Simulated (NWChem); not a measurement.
A series in which one site is exchanged, each optimised at PBE0/def2-SVP with NWChem, gas phase unless a solvent is named. This build's default masses of Se (78.918 u) and Br (79.917 u) are each other's, which moves their modes by up to 0.6 %. For some, no frequency run checked for a minimum. def2 effective core potentials on I; no spin-orbit coupling.

A: [Br][Be][F] (BeBrF; site = Br)
B: [F][Be][I] (BeIF; site = I)
C: [F][Be][Cl] (BeClF; site = Cl)
D: [Be]([F])[F] (BeF$_{2}$; site = F)

Values for A:

* **orbital gap (eV), PBE0/def2-SVP**: 8.55
* **vertical ionisation energy, ΔSCF, CAM-B3LYP/def2-SVP (eV)**: 11.86
* **static polarisability, CAM-B3LYP/def2-SVPD (bohr³)**: 34.2
* **lowest singlet excitation, CAM-B3LYP/def2-SVPD, TDA (eV)**: 7.19

### Question
How do these values change for the other members?

### Answer
```json
[
 {"change from A": "orbital gap (eV), PBE0/def2-SVP", "B": "-0.97", "C": "+0.69", "D": "+2.45"},
 {"change from A": "vertical ionisation energy, ΔSCF, CAM-B3LYP/def2-SVP (eV)", "B": "-1.15", "C": "+0.88", "D": "+3.14"},
 {"change from A": "static polarisability, CAM-B3LYP/def2-SVPD (bohr³)", "B": "+13.2", "C": "-7.5", "D": "-20.9"},
 {"change from A": "lowest singlet excitation, CAM-B3LYP/def2-SVPD, TDA (eV)", "B": "-0.92", "C": "+0.73", "D": "+2.38"}
]
```
